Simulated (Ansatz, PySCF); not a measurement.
Another site gives an ion 67524.75 eV lower (`O[SiH2]Br`) at the level CAM-B3LYP-D3(BJ)/def2-TZVPD (PySCF).

Cartesian coordinates (Å):
SMILES: N#C[SiH2]O
```xyz
7

N      2.5636    -0.2546    -0.1024
C      1.4183    -0.2968    -0.0768
Si    -0.4370    -0.3528    -0.0125
O     -1.0476     1.1295    -0.3007
H     -0.7715    -0.8700     1.3247
H     -0.8980    -1.2343    -1.0889
H     -0.8277     1.8788     0.2567
```
Charge 0, multiplicity 1.

Method: frozen-core CCSD(T)/def2-TZVPD // CAM-B3LYP-D3(BJ)/def2-TZVPD (Ansatz, a quantum-chemistry and plane-wave program).

```yaml
HF energy: -457.99452 Ha
MP2 correlation energy: -0.68718 Ha
```

### Question
Estimate the CCSD correlation energy, the (T) correction, the total energy and the T1 diagnostic.

### Answer

The CCSD correlation energy comes out as -0.70614 Ha, the (T) correction is -0.03096 Ha and the CCSD(T) total energy is -458.73162 Ha. The T1 diagnostic comes out as 0.013.
